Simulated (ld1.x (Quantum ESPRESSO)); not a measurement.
**Which change was made? (Ni, TM semilocal)**

| Quantity | Value |
| --- | --- |
| Element | Ni |
| Generator | ld1.x (Quantum ESPRESSO) 7.5 |
| Type | norm-conserving Troullier–Martins (semilocal form) |
| Functional | PBEsol |
| Relativity | scalar-relativistic |
| Frozen core | [Ne] |
| Valence charge | 18 |
| Reference configuration | 3s2 3p6 3d8.5 4s1.5 4p0 |
| Partial waves | 3p (bound): rc 0.80 bohr; 3d (bound): rc 0.85 bohr; 3s (bound): rc 0.85 bohr |
| Local potential | the s channel |
| Core correction | none |

Occupied shells without a wave of their own: 4s. They enter only through the test configuration that unscreens the potential.

Cutoffs, loose and tight: the cutoffs (Ry, on a coarse ladder) from which the occupation-weighted sum of valence levels, in a spherical-Bessel basis at the reference potential, stays within 10 and 1 mRy of its value at 400 Ry. They do not see the model core or the augmentation charge, which bear on the density cutoff. Test errors are all-electron minus pseudo excitation energies from the reference, over the configurations 3s2 3p6 3d8 4s2 4p0; 3s2 3p6 3d8 4s1 4p0; 3s2 3p6 3d8 4s0 4p0; 3s2 3p6 3d9 4s1 4p0; 3s2 3p6 3d8 4s1 4p1; 3s1 3p6 3d8 4s2 4p0; 3s2 3p6 3d6 4s0 4p0; variants that change the core or the reference have their own tests.

The base gives: outcome: generated; cutoff, loose: 300 Ry; cutoff, tight: over 300 Ry; bound ghosts: none; largest test error (meV): -657.

Problem. After one change the result is: outcome: generated, misses its reference levels by 0.60 eV; cutoff, loose: 180 Ry; cutoff, tight: 300 Ry; bound ghosts: none; largest test error (meV): -3501. Which change was it?
A. all radii scaled by about 1.15 (s 0.98, p 0.92, d 0.98 bohr)
B. all radii scaled by about 1.31 (s 1.12, p 1.04, d 1.12 bohr)
C. all radii scaled by about 0.78 (s 0.66, p 0.62, d 0.66 bohr)
D. all radii scaled by about 0.91 (s 0.78, p 0.72, d 0.78 bohr)

Solution. B. The others give: all radii scaled by about 1.15 (s 0.98, p 0.92, d 0.98 bohr) → outcome: generated, misses its reference levels by 0.25 eV; cutoff, loose: 230 Ry; cutoff, tight: over 300 Ry; bound ghosts: none; largest test error (meV): -1476 | all radii scaled by about 0.91 (s 0.78, p 0.72, d 0.78 bohr) → outcome: generated; cutoff, loose: 300 Ry; cutoff, tight: over 300 Ry; bound ghosts: none; largest test error (meV): -355 | all radii scaled by about 0.78 (s 0.66, p 0.62, d 0.66 bohr) → outcome: generated; cutoff, loose: over 300 Ry; cutoff, tight: over 300 Ry; bound ghosts: none; largest test error (meV): -217.
